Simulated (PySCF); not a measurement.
B(Me)(OMe)(NH2) (C₂H₈BNO), SMILES B(N)(C)OC.

Geometry optimised at B3LYP-D3(BJ)/def2-SVP. This is a generated structure with no PubChem entry under its InChIKey; it may be hypothetical. The values are those of a single conformer.

Calculation: CAM-B3LYP/def2-TZVP in PySCF.

Gas-phase values at a fixed geometry.

Question: Estimate the frontier levels, gap, dipole moment and polarisability. (The exact figures need the calculation; the answer reports its results.)

Answer: 
```yaml
highest_occupied_level: -9.08 eV
lowest_empty_level: 1.51 eV
orbital_gap: 10.59 eV
dipole_moment: 2.22 D
quadrupole, principal values (traceless, Buckingham form, about the centre of nuclear charge): -3.58, 0.59, 2.99 D·Å
mean_static_polarisability: 50.4 bohr³ (7.47 Å³)
polarisability_principal_values: 42.1, 52.0, 57.2 bohr³
```
